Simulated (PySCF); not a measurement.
Electron correlation in Zr (zirconium, neutral)

Starting occupation: [Kr] 4d3 5s1, 4d5/2 with m_j = +1/2, +3/2, +5/2, 5s1/2 with m_j = +1/2. All numbers are calculated (PySCF 2.14, X2C-1e with screened-nucleus spin-orbit coupling, Gaussian nucleus, in x2c-TZVPall-2c with one added diffuse shell each of s, p, d type (9s10p8d1f, 86 functions)). Frozen: [Ar] 3d10; 12 electrons correlated; the 6 highest virtual spinors left out.

MP2 pair energies summed by pair of shells (mhartree):

```csv
pair,energy,share (%)
4p-4p,-92.64,40.6
4d-4p,-64.35,28.2
4p-4s,-22.90,10.0
4d-4d,-13.19,5.8
4p-5s,-13.13,5.8
4d-5s,-9.47,4.2
4d-4s,-6.29,2.8
4s-4s,-5.25,2.3
4s-5s,-0.75,0.3
```

Total MP2 correlation energy: -227.97 mhartree.

The GHF reference relaxed away from the jj start to a determinant that is no pure jj level (⟨S²⟩ = 6.01, ⟨J²⟩ = 30.01); the energies belong to that determinant.

This basis was not built for core-valence correlation, so the inner-shell part is incomplete.
